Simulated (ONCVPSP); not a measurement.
## Si (Z = 14): excitation energies, all-electron against ONCV

silicon (Si), optimised norm-conserving Vanderbilt (ONCV), made with ONCVPSP 4.0.1 (PBEsol, scalar-relativistic). Core [Ne], reference 3s1 3p3. Waves: 3s: rc 1.60 bohr, ncon 4, nbas 7, qcut 3.8 1/bohr, 1 projector; 3p: rc 1.90 bohr, ncon 4, nbas 8, qcut 3.9 1/bohr, 2 projectors, debl 1.4 Ha; d scattering state at 0.21 Ha: rc 1.70 bohr, ncon 3, nbas 8, qcut 6.5 1/bohr, 2 projectors, debl 2.3 Ha. Local part: polynomial inside 1.40 bohr (lpopt 5, dvloc0 2 Ha). Core correction: polynomial model core, fcfact 0.35.

Energies are relative to the spin-unpolarised reference configuration 3s1 3p3; without spin polarisation the order of configurations can differ from experiment.

```json
{"valence configuration": "3s2 3p1", "charge": "+1", "ΔE all-electron (eV)": "0.919", "error AE − PS (meV)": "-1.0"}
{"valence configuration": "3s2 3p0", "charge": "+2", "ΔE all-electron (eV)": "16.883", "error AE − PS (meV)": "+12"}
{"valence configuration": "3s1 3p0", "charge": "+3", "ΔE all-electron (eV)": "50.783", "error AE − PS (meV)": "+62"}
```

(1) What are ΔE and the potential's error for 3s2 3p2?

Levels in the configuration 3s1 3p0:

```
level  all-electron (eV)  pseudo (eV)
   3s            -39.358      -39.291
```

Answers

(1) ΔE = -6.793 eV all-electron; the error (AE − PS) is -0.1 meV.
